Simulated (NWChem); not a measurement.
Species: CH$_{6}$OSi; SMILES CO[SiH3]

```xyz
9

Si     0.0257     1.0369     0.0003
O     -0.6042    -0.4998    -0.0001
C      0.2195    -1.6553     0.0005
H     -1.1304     1.9637     0.0002
H      0.8705     1.2833     1.2060
H      0.8712     1.2840    -1.2048
H      0.8609    -1.6959     0.8926
H     -0.4311    -2.5348     0.0021
H      0.8592    -1.6979    -0.8927
```
Atoms are numbered in this order, from 1.

Program: NWChem. Coordinates come from a B3LYP/6-31G* (spherical d) optimisation. GIAO values for the isolated, static molecule; σ is the absolute isotropic shielding, δ = σ(reference) − σ with the isolated reference molecule computed at the same levels (13C: tetramethylsilane, 1H: tetramethylsilane, 17O: water, 29Si: tetramethylsilane).

### Question
Estimate the computed values for PBE0/pcSseg-1. Quantities: δ Si1 (ppm); δ O2 (ppm); δ C3 (ppm); δ H4 (rotor mean) (ppm); δ H7 (rotor mean) (ppm).

### Answer
```
Quantity                 Result
-----------------------  ------
δ Si1 (ppm)               -30.6
δ O2 (ppm)                -13.5
δ C3 (ppm)                 56.1
δ H4 (rotor mean) (ppm)    4.79
δ H7 (rotor mean) (ppm)    3.56
```
